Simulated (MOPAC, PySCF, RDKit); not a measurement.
Noncovalent pair: CH4 (SMILES C) (first 5 atoms) with CH2F2 (SMILES FCF); geometry from B3LYP-D3(BJ)/def2-TZVP, rigid monomers moved along the line of their centres of mass till C1···H9 is 2.72 Å.
(charge 0, multiplicity 1):
```xyz
10

C     -0.0252    -0.0346    -0.2443
H      0.3067     0.8572     0.2855
H     -1.1074    -0.0054    -0.3718
H      0.4489    -0.0718    -1.2240
H      0.2541    -0.9184     0.3275
F      0.2962     1.1340     2.8577
C     -0.5168     0.0501     2.9997
F      0.2434    -1.0763     2.9030
H     -1.2449     0.0509     2.1880
H     -0.9695     0.0813     3.9921
```

Monomers are frozen at their geometry in the pair; levels with a basis set take the counterpoise correction. Rows marked so take none. RDKit's UFF carries no charges.

Rows in 3-21G, 6-31G* carry no dispersion term and start afresh at each structure (6-31G* with six Cartesian d functions). The state that AM1 reach isn't checked.

Programs: MOPAC for AM1 (differences of heats of formation); PySCF for 3-21G rows, 6-31G* rows; RDKit for the force fields. 

**Question.** One of these levels gives -42.5 meV for the interaction energy. Which?
A) AM1
B) HF/3-21G (no counterpoise)
C) B3LYP/6-31G* (no counterpoise)
D) UFF

**Answer.** C, B3LYP/6-31G* (no counterpoise). The others give 16.8 (UFF), -3.3 (AM1), -61.9 (HF/3-21G (no counterpoise))
